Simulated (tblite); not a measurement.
Compound: C3H13Ge2NS.
Numbering: `[CH3:1][CH2:2][Ge@@H:3]([NH:4][GeH3:5])[S:6][CH3:7]` (hydrogens: H8, H9, H10 on C1; H11, H12 on C2; H13 on Ge3; H14 on N4; H15, H16, H17 on Ge5; H18, H19, H20 on C7)

Computed with GFN2-xTB (tblite), gas phase: L-BFGS steps from a force-field or distance-geometry start until the largest atomic force falls under 0.01 eV/Å.

The end geometry, which sets the zero of energy:
```
atom  x, y, z in Å
C1     -1.6246   -2.3462    0.6741
C2     -0.3841   -1.9464   -0.1097
Ge3    -0.4667   -0.0540   -0.7557
N4     -0.4611    1.0227    0.7331
Ge5    -0.5361    2.8374    0.7165
S6      1.1863    0.4896   -2.1561
C7      2.6051    0.3071   -1.0213
H8     -2.5114   -2.2650    0.0495
H9     -1.5406   -3.3748    1.0222
H10    -1.7595   -1.6982    1.5375
H11     0.5045   -2.0646    0.5153
H12    -0.2584   -2.6016   -0.9724
H13    -1.7439    0.3001   -1.4898
H14     0.0300    0.6307    1.5238
H15    -1.6473    3.2099   -0.2022
H16     0.7471    3.4733    0.2517
H17    -0.8075    3.2525    2.1304
H18     2.4760    0.9602   -0.1609
H19     2.7025   -0.7285   -0.7083
H20     3.4845    0.6065   -1.5807
```

**Question.** These geometries come from the run, each turned onto the end geometry. Order them by energy, lowest first.
A.
```
atom  x, y, z in Å
C1     -1.5637   -2.1907    0.7020
C2     -0.3840   -1.8719   -0.2035
Ge3    -0.3290    0.0471   -0.7667
N4     -0.4198    1.0934    0.7420
Ge5    -0.8871    2.8490    0.7242
S6      1.4336    0.5624   -2.0398
C7      2.7941    0.0062   -0.9560
H8     -2.4964   -1.8776    0.2381
H9     -1.6161   -3.2624    0.8871
H10    -1.4621   -1.6766    1.6553
H11     0.5487   -2.1322    0.3005
H12    -0.4346   -2.4710   -1.1136
H13    -1.5379    0.4617   -1.5759
H14     0.2317    0.8394    1.4687
H15    -2.3247    2.9073    0.3230
H16    -0.0678    3.6590   -0.2382
H17    -0.6920    3.3458    2.1234
H18     2.6552    0.3904    0.0518
H19     2.8371   -1.0789   -0.9494
H20     3.7097    0.4103   -1.3758
```
B.
```
atom  x, y, z in Å
C1     -1.6303   -2.2197    0.6778
C2     -0.3828   -1.9069   -0.1341
Ge3    -0.3631   -0.0139   -0.7840
N4     -0.3515    1.0549    0.7081
Ge5    -0.7654    2.8187    0.7878
S6      1.3321    0.4346   -2.1708
C7      2.7441    0.1443   -1.0482
H8     -2.5234   -2.0833    0.0715
H9     -1.6077   -3.2500    1.0296
H10    -1.7018   -1.5601    1.5399
H11     0.5094   -2.0836    0.4714
H12    -0.3209   -2.5675   -0.9997
H13    -1.6108    0.3995   -1.5362
H14     0.2619    0.7344    1.4434
H15    -2.0512    2.9858    0.0539
H16     0.2898    3.7041    0.1851
H17    -0.9123    3.1350    2.2441
H18     2.7009    0.8414   -0.2154
H19     2.7382   -0.8831   -0.6948
H20     3.6395    0.3260   -1.6326
```
C.
```
atom  x, y, z in Å
C1     -1.4365   -2.1241    0.7360
C2     -0.3460   -1.8257   -0.2829
Ge3    -0.3491    0.0936   -0.8684
N4     -0.5104    1.1119    0.6524
Ge5    -0.9229    2.8784    0.7281
S6      1.5014    0.6057   -2.0118
C7      2.7407   -0.1303   -0.8877
H8     -2.4206   -1.9389    0.3102
H9     -1.3845   -3.1654    1.0527
H10    -1.3220   -1.4890    1.6134
H11     0.6308   -2.0707    0.1434
H12    -0.4715   -2.4478   -1.1703
H13    -1.5200    0.5150   -1.7329
H14    -0.0323    0.7479    1.4602
H15    -2.4066    3.0321    0.5833
H16    -0.2436    3.6412   -0.3660
H17    -0.4789    3.3693    2.0707
H18     2.4263   -0.0090    0.1454
H19     2.8678   -1.1821   -1.1253
H20     3.6728    0.3985   -1.0535
```
D.
```
atom  x, y, z in Å
C1     -1.5904   -2.1876    0.6811
C2     -0.3778   -1.8949   -0.1897
Ge3    -0.3376    0.0204   -0.7655
N4     -0.3647    1.0798    0.7373
Ge5    -0.8405    2.8318    0.7548
S6      1.3933    0.5118   -2.0998
C7      2.7711    0.0598   -0.9903
H8     -2.5099   -1.9825    0.1356
H9     -1.5979   -3.2324    0.9896
H10    -1.5805   -1.5602    1.5705
H11     0.5377   -2.1427    0.3518
H12    -0.3955   -2.5142   -1.0884
H13    -1.5865    0.4193   -1.5180
H14     0.2894    0.8183    1.4611
H15    -2.2219    2.8917    0.1935
H16     0.0750    3.7116   -0.0521
H17    -0.8047    3.2411    2.1955
H18     2.6827    0.6018   -0.0517
H19     2.7681   -1.0132   -0.8218
H20     3.6855    0.3511   -1.4965
```
E.
```
atom  x, y, z in Å
C1     -1.4106   -2.1944    0.7259
C2     -0.4974   -1.7263   -0.3991
Ge3    -0.3198    0.2450   -0.6275
N4     -0.1779    1.1954    0.9668
Ge5    -0.8971    2.8733    0.6842
S6      1.5171    0.6041   -1.8242
C7      2.8924   -0.1975   -0.8828
H8     -2.3348   -2.5337    0.2915
H9     -0.9289   -3.0176    1.2172
H10    -1.6151   -1.4195    1.4585
H11     0.5079   -2.1215   -0.2728
H12    -0.8773   -2.0982   -1.3448
H13    -1.5335    0.7957   -1.3672
H14    -0.5055    0.7085    1.7891
H15    -2.3882    2.7079    0.5400
H16    -0.3626    3.3793   -0.6265
H17    -0.5751    3.8131    1.8167
H18     2.6228   -0.2992    0.1548
H19     3.1294   -1.1576   -1.3173
H20     3.7490    0.4536   -0.9855
```

**Answer.** B (0.008 eV), D (0.017 eV), A (0.029 eV), C (0.054 eV), E (0.411 eV).

In the order of the answer:

```
step  E above end (eV)  largest force (eV/Å)  rms force component (eV/Å)  rms distance from end (Å)  rms bond change (Å)  bond most changed (Å)
 149             0.008                  0.02                       0.006                      0.239                0.001          N4–Ge5 -0.003
 108             0.017                  0.07                       0.020                      0.337                0.002          Ge3–S6 +0.006
  83             0.029                  0.05                       0.019                      0.421                0.002         Ge5–H15 +0.005
  56             0.054                  0.09                       0.025                      0.556                0.003         Ge5–H15 +0.009
   3             0.411                  0.59                       0.167                      0.736                0.013          N4–Ge5 +0.031
```

The cost below is that of the whole relaxation. Hardware: Arm Neoverse N1, one thread, no GPU, shared host with 64 logical CPUs at a one-minute load of 61. Cost: 3.4 s wall.
